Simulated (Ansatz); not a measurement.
Ligand-field states of MnBr₂ at its B3LYP-D4/def2-TZVP geometry (relaxed as a sextet).

```xyz
3

Mn    0.0004    0.0001   -0.0019
Br   -0.6099    2.2564    0.0450
Br    0.6095   -2.2566   -0.0432
```

CASSCF(5,5) on the Mn 3d shell in def2-TZVP, averaged with equal weights over 1 sextet and 12 quartets and 9 doublets, then SC-NEVPT2; Ansatz, no spin–orbit coupling. The space holds no ligand orbitals and no second d shell, so covalent complexes are described poorly.

Question: Estimate the states' energies above the lowest.

Answer: 
```
     state  CASSCF (cm⁻¹)  NEVPT2 (cm⁻¹)
  sextet 1              0              0
 quartet 1          29422          26507
 quartet 2          29422          26507
 quartet 3          29674          26616
 quartet 4          29674          26616
 quartet 5          29688          26861
 quartet 6          29777          26899
 quartet 7          29777          26899
 quartet 8          30460          27671
 quartet 9          30460          27671
quartet 10          33241          28434
quartet 11          33241          28434
quartet 12          35157          30480
 doublet 1          42539          39388
 doublet 2          42539          39388
 doublet 3          42609          39294
 doublet 4          42609          39294
 doublet 5          42751          39392
 doublet 6          42751          39392
 doublet 7          42758          39465
 doublet 8          42768          39447
 doublet 9          42768          39447
```
The lowest NEVPT2 state is a sextet. It took 21 s on 4 threads of Arm Neoverse V2 on a shared host, peak host memory 0.73 GiB.
